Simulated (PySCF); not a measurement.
Pb(Cl)2 cation (Cl2Pb), SMILES [Cl][Pb][Cl] (connectivity only; charge and spin as stated), charge +1, multiplicity 2.

Coordinates come from a r2SCAN-D4/def2-TZVP optimisation. The spin state was assumed, not searched. The isomer is the one that the SMILES or the coordinates give; other isomers of the formula were not compared. The def2 effective core potentials stand for the cores of Pb; spin–orbit coupling is left out.

Computed with r2SCAN/def2-TZVPD (PySCF).

The molecule is in vacuum.

| Property | Result |
|---|---|
| total energy | -1113.09445 hartree |
| point group | C2v |
| α spin, highest occupied and lowest empty level | -13.06 and -9.12 eV |
| β spin, highest occupied and lowest empty level | -13.12 and -11.39 eV |
| dipole moment about the centre of nuclear charge | 2.66 D |
| mean static polarisability | 64.0 bohr³ (9.48 Å³) |
| polarisability, principal values | 41.0, 71.3, 79.6 bohr³ |
| ⟨S²⟩ | 0.756 (pure state 0.75) |
